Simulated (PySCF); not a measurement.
# Computed properties of BF₂HSe, SMILES B([SeH])(F)F

B(F)2(SeH) (BF2HSe), SMILES FB([SeH])F. The structure is a stationary point at PBE0-D3(BJ)/def2-SVP. The values are those of a single conformer. All values are computed for the isolated molecule unless a solvent is named; none is compared with measurement here.

**Structure.** The optimised structure has Cs symmetry. All 9 harmonic modes at PBE0-D3(BJ)/def2-SVP (PySCF) are real, so it is a minimum. With heavy atoms numbered as in [B:1]([F:2])([F:3])[SeH:4], the shortest bond between them is B1–F2 at 1.317 Å and the longest B1–Se4 at 1.940 Å.

**Vibrations.** The strongest infrared lines (harmonic, unscaled, degenerate partners summed) lie at 1239 cm⁻¹ (492 km/mol, B 69 %, F 30 %), 1452 cm⁻¹ (261 km/mol, B 74 %, F 25 %), 632 cm⁻¹ (28 km/mol, F 74 %, B 21 %). The softest mode is at 257 cm⁻¹ and the zero-point energy is 11.4 kcal/mol.

**Electronic structure.** PBE0/def2-TZVPD (PySCF) places the frontier levels at -7.89 and -0.46 eV, a gap of 7.43 eV, and gives a dipole moment of 1.13 D and a mean polarisability of 42.6 bohr³.

**Excitations.** TDDFT-B3LYP/def2-SVPD (PySCF) has S1 at 5.80 eV (214 nm, f = 0.013, weak); the most intense of the 10 singlets computed lies at 8.84 eV (f = 0.28). T1 (TDA) is at 5.37 eV. No vertical singlet excitation falls in the visible range (under 3.1 eV).

**NMR.** GIAO shifts at KT2/pcSseg-2 (PySCF) (non-relativistic, atoms alike by connectivity averaged): ¹H at 1.8 ppm against TMS; ¹⁹F at -92.0 ppm against CFCl3; ¹¹B at 20.9 ppm against BF3.
